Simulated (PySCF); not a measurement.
## Telling isomers of C₈H₁₁F apart by NMR

[PySCF 2.14.0 with density-fitted response routines: shielding tensors at PBE0/pcSseg-1 (GIAO); geometry: GFN2-xTB; isolated molecule; no relativistic terms; fast rotation and ring inversion assumed for equivalent nuclei; one conformer]

Shifts are taken against calculated references (same method and geometry level): ¹H, ¹³C vs TMS. Splittings of carbon signals by F and P are missing where no couplings were computed. Where no couplings were computed, multiplicities follow the n + 1 count of equivalent neighbours, and m marks all less simple cases (inequivalent or close neighbours, rings, F or P nearby). Shifts are as computed. Against solution values, carbons near 30 ppm lie about +3 ppm off and those near 130 ppm about +5 ppm. Of 1309 compounds with measured shifts, 239 miss one by over three times the rms of a fit or turn the order of signals round; such compounds aren't used in these exercises.

(1) Tabulate the signals of `C/C=C1/C(=C/C)C[C@@H]1F`, `C#C[C@@H]1CCCC[C@@H]1F`, `CC(C)C#C/C=C\CF` and their relative energies.

(2) What is the quickest way to tell C/C=C1/C(=C/C)C[C@@H]1F from C#C[C@@H]1CCCC[C@@H]1F?

(3) What is the quickest way to tell C/C=C1/C(=C/C)C[C@@H]1F from CC(C)C#C/C=C\CF?

(4) What is the quickest way to tell C#C[C@@H]1CCCC[C@@H]1F from CC(C)C#C/C=C\CF?

## Answers

(1) 
```tsv
SMILES	carbon types	δC	δH	E rel. (kcal/mol)
C/C=C1/C(=C/C)C[C@@H]1F	2×C 3×CH 1×CH2 2×CH3	147.2, 140.0, 128.9, 123.7, 89.0, 37.2, 17.9, 17.6	6.19 (m, 1H), 6.05 (q, 1H), 5.68 (m, 1H), 2.96 (m, 1H), 2.85 (m, 1H), 2.00 (d, 3H), 1.81 (d, 3H)	1.7
C#C[C@@H]1CCCC[C@@H]1F	1×C 3×CH 4×CH2	96.2, 88.9, 80.1, 36.2, 33.4, 32.3, 28.0, 24.3	4.51 (m, 1H), 3.21 (m, 1H), 2.32 (m, 1H), 1.93 (m, 1H), 1.92 (m, 1H), 1.92 (m, 1H), 1.83 (m, 1H), 1.63 (d, 1H), 1.38 (m, 1H), 1.30 (m, 1H), 1.09 (m, 1H)	0.0
CC(C)C#C/C=C\CF	2×C 3×CH 1×CH2 2×CH3	148.6, 117.2, 115.4, 85.9, 82.6, 25.4, 24.4	6.44 (m, 1H), 5.81 (m, 1H), 5.63 (m, 2H), 2.75 (sept, 1H), 1.28 (d, 6H)	17.8
```

Energies are electronic energies at PBE0/pcSseg-1 on these geometries, without zero-point or thermal terms, each for the one conformer computed, which needn't be the lowest.

(2) Both give the same number of carbon signals, but DEPT or the intensities differ. The first has an allylic methyl carbon (CH3) at 17.9 ppm, the second a propargylic sp3 CH at 36.2 ppm. Their most deshielded carbons lie at 147.2 and 96.2 ppm. In the proton spectra the most deshielded non-exchanging signals are 6.19 (m, 1H) and 4.51 (m, 1H).

(3) Count the carbon signals: 8 against 7. The first has an allylic sp3 CH2 at 37.2 ppm, the second a propargylic sp3 CH at 24.4 ppm. Their most deshielded carbons lie at 147.2 and 148.6 ppm.

(4) Count the carbon signals: 8 against 7. The first has an sp3 CH2 in a ring at 24.3 ppm, the second a methyl carbon (CH3) at 25.4 ppm. Their most deshielded carbons lie at 96.2 and 148.6 ppm. In the proton spectra the most deshielded non-exchanging signals are 4.51 (m, 1H) and 6.44 (m, 1H).
